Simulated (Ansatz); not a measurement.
Molecule: 1,1-difluoroethane, C₂H₄F₂, net charge 0, singlet state. 
Geometry from a B3LYP-D3(BJ)/def2-TZVP (Ansatz, an electronic-structure program) optimisation:
SMILES: CC(F)F
```xyz
8

C     -1.3731    -0.0681     0.0292
C      0.0961    -0.0798     0.3399
F      0.7432    -0.9902    -0.4560
F      0.6484     1.1468     0.0727
H     -1.8004    -1.0511     0.2265
H     -1.5204     0.1851    -1.0206
H     -1.8768     0.6705     0.6524
H      0.3352    -0.3259     1.3772
```
Charge 0, spin multiplicity 1.

Basis-set convergence of Hartree-Fock and CCSD(T) correlation energies (hartree) with Ansatz. Cores are frozen in the correlated levels unless marked. No spin-orbit coupling. Non-relativistic.

```
basis        functions       E(HF)  E(corr, CCSD(T))
-----------  ---------  ----------  ----------------
aug-cc-pVDZ        128  -276.98248          -0.74948
aug-cc-pVTZ        276  -277.05836          -0.91637
aug-cc-pVQZ        504  -277.07683          -0.97102
```

Extrapolating the two largest sets (X = 3 and 4) as X^-3: E(corr) = (64·(-0.97102) - 27·(-0.91637))/37 = -1.0109 Eh, an estimate of the basis-set limit. The largest set recovers 96.1 % of it, the smallest 74.1 %.
